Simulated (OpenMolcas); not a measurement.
V2+ among 3 point charges of -1.5 e arranged as a planar triangle (D3h), 1.91 Å from the ion.

```
Program             : OpenMolcas
Method              : SS-CASPT2, IPEA 0.25 Eh, imaginary shift 0.1 Eh (closed shells correlated: 3s 3p)
Basis               : ANO-RCC-VDZP [5s4p2d1f]
Scalar Hamiltonian  : DKH2, point nucleus
Active space        : 3 electrons in 5 orbitals (3d)
State averaging     : 2S+1 = 4 even, 10 roots; 2S+1 = 2 even, 40 roots
Spin-orbit coupling : state interaction with AMFI integrals over the reference wave functions
```

Task: What is the spin-free ground state (labels of D3, the rotations of D3h)?

Result: 4A2, 1-fold in its orbital part, 59 % from free-ion F terms; it has the highest spin that d3 allows.

Task: Where is the first state of the same spin?

Result: 4A2 at 1040 cm-1 above the ground state.

Task: What are the lowest two levels with spin-orbit coupling?

Result: A 2-fold level E1/2 with g = 2.00, 3.79, 3.79, then a 2-fold level E3/2 4 cm-1 above it. Their leading multiplicities are 4 (100 %) and 4 (100 %).

Task: What is χT at 300 K, and how does it compare with the textbook value?

Result: The lowest level has 2S+1 = 4, for which the spin-only value is χT = S(S+1) / 2 = 1.875 cm3 K/mol (g = 2). The computed 1.832 at 300 K differs by -0.043, through orbital momentum, spin-orbit coupling and any other state in reach.

Roots that are degenerate in the reference are averaged as groups; the widest CASPT2 spread within a group is 240 cm-1 (the 2-fold group of multiplicity 4 near 8150 cm-1 above the lowest state of its run). Shifts and gaps below about the spread of the groups concerned are not significant. Free-ion shares, where given, are those of the reference states; single-state CASPT2 does not remix them. Point charges carry no covalency, so the field is a model and not that of real ligands. No measured value stands beside these numbers.
